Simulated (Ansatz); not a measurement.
Consider the cleavage of the B–B bond: `FB(Cl)B1O[SiH]1F` + `[OH][AlH][OH]` → `[OH][AlH][O]B(F)Cl` + `F[SiH]1BO1`.

Isolated molecules relaxed with PBE0-D4/def2-TZVP in Ansatz; ΔE leaves out vibrations. CBS: MP2 limit from def2 TZ/QZ plus the TZ coupled-cluster correction, frozen cores. This one scheme is used for every species. Each species was taken in one conformer, which may not be the lowest.

```json
{"species": "`FB(Cl)B1O[SiH]1F`", "SCS-MP2/def2-QZVPP energy (Eh)": "-1073.80594"}
{"species": "`[OH][AlH][OH]`", "SCS-MP2/def2-QZVPP energy (Eh)": "-394.21144"}
{"species": "`[OH][AlH][O]B(F)Cl`", "SCS-MP2/def2-QZVPP energy (Eh)": "-978.05378"}
{"species": "`F[SiH]1BO1`", "SCS-MP2/def2-QZVPP energy (Eh)": "-490.02527"}
```

Work out ΔE.

ΔE = (-978.05378) + (-490.02527) − (-1073.80594) − (-394.21144) = -0.06167 Eh = -161.9 kJ/mol. CCSD(T)/CBS gives -156.3 kJ/mol.

Largest T1 diagnostic among the species: 0.015.

At CCSD(T), def2-SVP lies −19.2 kJ/mol from the extrapolated value and def2-TZVPP −0.7 kJ/mol. From PBE to PBE0 (25 % exact exchange), in def2-TZVPP and without D4, ΔE moves by −11.6 kJ/mol.
